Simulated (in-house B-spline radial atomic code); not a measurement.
Results of a calculation; reference values are marked as such.
## Building a PAW p channel for C, r_c = 1.35 bohr

C, [He] 2s2 2p2, non-relativistic PBE, spherical and spin-unpolarised, from an all-electron radial atomic-structure program (B-spline basis) (atomic units; all potentials screened as in the neutral atom).

Two all-electron partial waves φ1, φ2 are integrated outwards at E1 = ε(2p) = -0.194353 and E2 = E1 + 2 hartree; φ1 is the bound orbital and φ2 has unit norm inside r_c = 1.3521 bohr. Smooth partners are polynomials, r^2(a0 + a1 r² + a2 r⁴ + a3 r⁶), matched to φ and three derivatives at r_c, with no condition on the norm. The local potential is -5.38984 + (5.82455) r² + (-2.93579) r⁴ + (0.571869) r⁶ inside 1.107 bohr and the all-electron one outside.

| wave | φ(r_c) | φ'(r_c) | a0 | a1 | a2 | a3 |
| --- | --- | --- | --- | --- | --- | --- |
| 1 | 0.7019662 | -0.08843566 | 1.464989 | -1.119803 | 0.379392 | -0.04939851 |
| 2 | 0.123481 | 2.989984 | -3.528461 | 4.006287 | -1.465709 | 0.1915638 |

Inside r_c the overlaps are <φi φj> = [[0.38796, -0.52745], [-0.52745, 1.00000]] and, for the smooth waves, [[0.32322, -0.34512], [-0.34512, 0.51658]]. With χj = (Ej − T − V_local) applied to smooth wave j, the program's quadrature gives the matrix B_ij = <smooth i, χj> as [[-0.11764, 0.49845], [0.13380, -0.61399]].

**Question.** Check the match of the first wave, and find the augmentation charges q_ij.

**Answer.** At r_c the four terms are 2.67826, -3.74263, 2.31815, -0.55180, which sum to 0.7020, φ1(r_c) to rounding. q_ij is the all-electron overlap less the smooth one: [[0.06474, -0.18232], [-0.18232, 0.48342]]. The smooth first wave has a norm of 0.3232 inside r_c against 0.3880, and q11 > 0 puts back the missing charge.

**Question.** B isn't symmetric. Show that D_ij = B_ij + Ej q_ij is.

**Answer.** Integrating by parts gives B12 − B21 = (E1 − E2) q12: 0.49845 − (0.13380) = 0.36465, and −2 × (-0.18232) = 0.36465. So D12 = 0.49845 + (1.805647)(-0.18232) = 0.16924 and D21 = 0.13380 + (-0.194353)(-0.18232) = 0.16924; D11 = -0.13022, D22 = 0.25888. The projectors, p = (B⁻¹)ᵀ χ, are dual to the smooth waves; det B = 0.0055.

Solving (T + V_local + Σ p D p) ψ = E (1 + Σ p q p) ψ in a sphere of 9 bohr, whose wall lifts the free-atom level a little, gives these levels:

| all-electron | one projector | two projectors |
| --- | --- | --- |
| -0.194291 | -0.194291 | -0.194291 |
| 0.087496 | 0.087827 | 0.087498 |
| 0.364575 | 0.366777 | 0.364581 |
| 0.779066 | 0.787370 | 0.779080 |
| 1.324510 | 1.346490 | 1.324520 |

**Question.** What does the second projector gain?

**Answer.** With one projector the errors are 0.00, +0.33, +2.20, +8.30, +21.98 millihartree. With two the errors are 0.00, 0.00, +0.01, +0.01, +0.01 millihartree. The scattering is exact at E1 and at E2 = 1.806, and over all levels compared the largest error is 0.014 millihartree. The lowest eigenvalue of the overlap operator is 1 with one and 0.9343 with two projectors. The smooth orbital alone needs a cutoff of 12.7 hartree for 1 millihartree of kinetic energy, against 25.6 for a norm-conserving Troullier-Martins orbital of the same radius; part of the gain comes from giving up the norm, part from the simpler form.
